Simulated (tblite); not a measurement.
Species: C3H7BS3Si.
Cartesian coordinates in Å at the GFN2-xTB level; atoms count from 1:
```xyz
15
C3H7BS3Si angstrom
C     -3.5461   -0.1853   -0.0981
S     -2.2491   -0.1599   -1.3674
C     -0.7862   -0.0499   -0.4043
C     -0.6840    0.0034    0.9311
S      0.9146    0.1071    1.6228
B      1.8089    0.0944    0.0762
Si     3.7701    0.1789   -0.0574
S      0.7082   -0.0069   -1.3329
H     -4.4832   -0.2572   -0.6404
H     -3.5198    0.7356    0.4770
H     -3.4185   -1.0533    0.5414
H     -1.4997   -0.0110    1.6281
H      4.2332    1.3945   -0.7384
H      4.3330   -0.9516   -0.8058
H      4.4145    0.1691    1.2612
```

Method: GFN2-xTB as coded in tblite; computed harmonic values from a numerical Hessian at the method's own geometry, unscaled. Against measured fundamentals such values can be off by several per cent, at times by over 20. Modes of hydrogen on silicon can be 10 to 20 % off. One conformer, not necessarily the lowest. The optimisation stopped once no atom felt more than 0.01 eV/Å.

Lowest wavenumbers of the output (negative numbers stand for imaginary wavenumbers):
```
mode    cm-1
  1     -29.2
  2      34.3
  3      79.8
  4     102.8
  5     176.9
  6     177.7
  7     224.4
  8     248.0
  9     301.4
 10     305.1
```

Task: Is this structure a minimum?

Result: Not by this Hessian. 1 mode is imaginary beyond 20i (29i cm⁻¹), so at this level the point lies at or near a first-order saddle. The curvature is small, so loose convergence or finite differences may be the whole cause.

Task: Which atoms move in the imaginary mode?

Result: 29i: H13 (Si–H hydrogen) 33 %, H14 (Si–H hydrogen) 33 %, H15 (Si–H hydrogen) 30 %. These are shares of the mass-weighted motion.

Task: What is the remedy?

Result: Step along that mode in both directions, optimise again with tighter thresholds and repeat the frequencies. The zero-point energy of this point (56.7 kcal/mol) counts the 38 real modes alone, and thermal corrections from it aren't those of a minimum.
